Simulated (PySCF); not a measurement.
How methods differ on the excitation energy of Ne⁺

Ne⁺ [He] 2s2 2p5 (2P) → Ne⁺ [He] 2s2 2p4 3d1 (high-spin determinant), as a difference of total energies. Computed with PySCF 2.14 in aug-cc-pVQZ (6s5p4d3f2g, 80 functions), with no relativity, point nucleus. Correlated levels: valence: 1s2 frozen. The calculations carry no spin-orbit coupling.

```json
{"method": "UHF", "excitation energy (eV)": "39.218"}
{"method": "LDA", "excitation energy (eV)": "40.005"}
{"method": "PBE", "excitation energy (eV)": "39.470"}
{"method": "PBE0", "excitation energy (eV)": "39.664"}
{"method": "r2SCAN", "excitation energy (eV)": "39.987"}
{"method": "B3LYP", "excitation energy (eV)": "39.737"}
{"method": "M06", "excitation energy (eV)": "40.003"}
{"method": "BLYP", "excitation energy (eV)": "39.475"}
{"method": "BHandHLYP", "excitation energy (eV)": "39.899"}
{"method": "MP2 (valence)", "excitation energy (eV)": "40.540"}
{"method": "SCS-MP2 (valence)", "excitation energy (eV)": "40.631"}
```

Q: How much does correlation contribute at MP2 (valence)?

A: 40.540 − (39.218) = 1.322 eV, measured against UHF.

The promoted electron is Rydberg-like, and one or two diffuse shells describe it only roughly, which tends to raise the upper state.

In the upper state the promoted electron has a positive orbital energy at LDA, PBE, PBE0, r2SCAN, B3LYP, M06, BLYP, BHandHLYP, so the basis confines it.

The determinant of the upper state mixes LS terms, which raises its energy above the lowest term, most at the Hartree-Fock and MP2 levels.
